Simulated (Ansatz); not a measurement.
Input for Ansatz (development build ahead of 0.2.0):

```yaml
crystal:
  periodic: [false, false, false]
  atoms:
    - { symbol: H, position_ang: [0.0, 0.0, 0.0] }
    - { symbol: H, position_ang: [0.0, 0.0, 1.48] }
basis:
  gaussian: { orbitals: pcseg-2 }
hamiltonian:
  xc: hf
```

The input is written out in the form of the current development build from the run's settings.

The run gave:

```yaml
Converged: yes
Total_energy: -1.00806 hartree
Spin_squared_of_the_determinant: 0.000
Stability_test: minimum among restricted orbitals
```

Caution: stretched shape with no unrestricted run beside it, a lower state can exist.
